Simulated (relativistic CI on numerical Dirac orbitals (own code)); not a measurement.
Sr2+: sensitivity of the levels to the model

Base calculation: Dirac-Coulomb-Breit CI, KLI orbitals optimised for each configuration, QED by a radiative potential, valence Slater integrals scaled by 0.85, P86 correlation energy added to each configuration.

CI space (outside the closed core [Ar] 3d10): 4s2 4p6, 4s2 4p5 4d, 4s2 4p5 5s, 4s 4p6 4d, 4s2 4p5 5p, 4s2 4p5 6s, 4s2 4p5 5d, 4s2 4p5 4f, 4s2 4p5 6p, 4s2 4p5 6d, 4s2 4p5 5f, 4s2 4p5 5g, 4s2 4p5 6f, 4s 4p6 5s, 4p6 4d2, 4p5 4d3, 4p5 4d2 5s, 4p5 4d2 5p, 4p5 4d2 6s, 4p5 4d2 5d. Double excitations out of closed p, d and f shells are left out; levels of such configurations are missing from the list, as are those of other unlisted configurations, and high levels can miss mixing partners. These lack a partner that the ground configuration has and come out too high: 4s2 4p5 4f, 4s2 4p5 6p, 4s2 4p5 6d, 4s2 4p5 5f, 4s2 4p5 5g.

Variants: (1) valence Slater integrals scaled by 0.75; (2) no correlation estimate; (3) configuration mixing switched off; (4) Breit term removed. Shifts of the energy above 4s2 4p6 1S_0, in cm⁻¹, for the lowest level and the first level of each name with at least 55 % of one term (blank where a level changes its place among those of its configuration and J or its character, or is not in the variant):

```
           Level      Base     Δ(1)     Δ(2)      Δ(3)    Δ(4)  Measured
    4s2 4p6 1S_0       0.0      0.0      0.0       0.0     0.0       0.0
4s2 4p5 4d 3P°_0  177518.3  +1503.8  -2887.4    +445.6  +126.4  176434.8
4s2 4p5 4d 3P°_1  178753.9  +1461.0  -2905.2    +505.0  +156.7  177698.2
4s2 4p5 4d 3P°_2  181221.7  +1366.5  -2965.5    +640.1  +205.8  180213.5
4s2 4p5 4d 3F°_4  184064.3   +784.7  -2854.2     +60.8  +176.2  183123.4
4s2 4p5 4d 3F°_3  186225.6   +632.5  -2854.1     +60.7  +170.9  185105.9
4s2 4p5 4d 3F°_2  188862.4   +486.3  -2854.0     +55.7  +194.5  187564.7
4s2 4p5 4d 3D°_3  194360.4   -427.2  -2854.6     +59.5  +176.5  193106.3
4s2 4p5 5s 3P°_2  195790.4    +51.4  -5770.7    -281.9   +72.2  192655.9
4s2 4p5 4d 3D°_1  198679.1   -431.9  -2913.1     +52.1  +226.6  197226.0
4s2 4p5 5s 3P°_0  205370.5    +70.0  -5881.9    -164.9  +251.2  202081.3
 4s2 4p5 5p 3S_1  222918.2   +804.3  -6497.3   +1217.0   +69.9  221795.4
 4s2 4p5 5p 3D_2  227184.6    +88.6  -6496.5    +149.8   +51.3  225310.7
 4s2 4p5 5p 3D_3  227551.9   +172.8  -6497.2    +119.3   +72.9  225843.1
 4s2 4p5 5p 3P_2  230151.3   -134.6  -6494.8     +97.8   +74.8  228539.0
4s2 4p5 4d 1P°_1  231869.4  -4892.6  -3726.6  +12945.1  +273.9  228708.7
 4s2 4p5 5p 3P_0  233942.2   -469.8  -6502.9    +346.5  +106.4  232236.6
 4s2 4p5 5p 3D_1  236748.9    +55.4  -6498.3    +125.8  +230.6  234753.4
 4s2 4p5 5p 3P_1  238494.2    -63.9  -6495.3    +227.8  +244.5  236855.6
 4s2 4p5 5p 1S_0  243085.2   -929.2  -6529.5   +1236.0  +224.4  241000.5
4s2 4p5 5d 3P°_0  269134.8   +259.3  -6919.0     -74.1  +106.0  268448.6
4s2 4p5 6s 3P°_2  269387.6    +66.5  -7512.4     +97.5   +86.4  268660.4
```

For a near-neutral ion this model can misplace configurations by up to about 10,000 cm⁻¹ (more where the count of f electrons changes) and terms by 10 to 25 % of their spread. Rates follow the energies as ν³ (E1, M1) or ν⁵ (E2), so they and the lifetimes can be off by large factors. The fine structure of a lone outer electron comes out too small, for d and f at times inverted, and misplaced configurations move strength between like terms. 58 of the 69 excited levels that our extract of the measured tables holds in this range could be paired (the sources list more); they are missed by 2145 cm⁻¹ on average and 4454 at most, and levels without a partner can miss by more.

Measured levels: Sansonetti, J. Phys. Chem. Ref. Data 41, 013102 (2012).

Ionisation energy from the two ground configurations alone: base 43.1 eV; no correlation estimate 41.8 eV; Breit term removed 43.12 eV. The NIST ASD value (measured) is 42.8835 eV.

LS names give the leading component of a level, which can be under half, so a name can repeat, a term be missing and a line seem to break the LS rules.
